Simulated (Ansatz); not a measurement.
`IC(I)(I)I`, relaxed with RKS PBE-D4/def2-SVP in Ansatz 0.2.0 from a rough embedded geometry. The force threshold is 0.03 eV/Å; the program also tests the step.

Charge 0, multiplicity 1. I: def2 effective core potential.

Start:

```xyz
5

I     0.222   -2.149    0.197
C     0.000    0.000    0.000
I     1.436    0.746   -1.446
I    -2.011    0.461   -0.674
I     0.354    0.942    1.923
```

**Question.** By how much does the energy fall, and how many steps does the optimiser take? (An estimate is asked.)

**Answer.** The calculation gave: 0.34 kcal/mol, in 2 steps.

**Question.** Which bonds change most? (Estimate.)

**Answer.** Computed: C2–I4 from 2.170 to 2.192 Å; C2–I5 from 2.170 to 2.192 Å; I1–C2 from 2.170 to 2.192 Å; C2–I3 from 2.170 to 2.192 Å.

**Question.** Give the relaxed structure. (Best estimate.)

**Answer.** Ansatz gave: 
```xyz
5

I     0.224   -2.171    0.199
C    -0.001    0.000    0.000
I     1.450    0.754   -1.460
I    -2.031    0.465   -0.681
I     0.359    0.951    1.942
```
